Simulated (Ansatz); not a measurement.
```xyz
2

O     0.0000    0.0000   -0.1172
H     0.0000    0.0000    0.9374
```

Basis set: def2-TZVP (spherical functions). Correlated methods keep 1 orbital frozen. Charge 0, multiplicity 2.

Computed with Ansatz (development build ahead of 0.2.0); each method stands on the lowest determinant of its kind that the runs found.

The atomization energy at this shape (free ground-state atoms in the same class of orbitals less the molecule, no zero-point energy) of doublet OH:

| method | atomization energy |
| --- | --- |
| UHF | 258.7 kJ/mol |

What does UHF-MP2 give?

407.6 kJ/mol.
